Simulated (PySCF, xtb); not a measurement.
AlClFI, SMILES [F][Al]([Cl])[I].

Harmonic wavenumbers (cm⁻¹) from GFN2-xTB run with xtb at its own minimum, in rising order: 97, 147, 216, 347, 621, 801.

Problem. What does PySCF with B3LYP-D3(BJ)/def2-SVP give at its own minimum? (Estimate from the structure and the level; the computed values follow.)

Solution. 116, 179, 210, 319, 578, 892. Paired by order, the mean absolute difference is 36 cm⁻¹ and the zero-point energies are 3.2 and 3.3 kcal/mol.
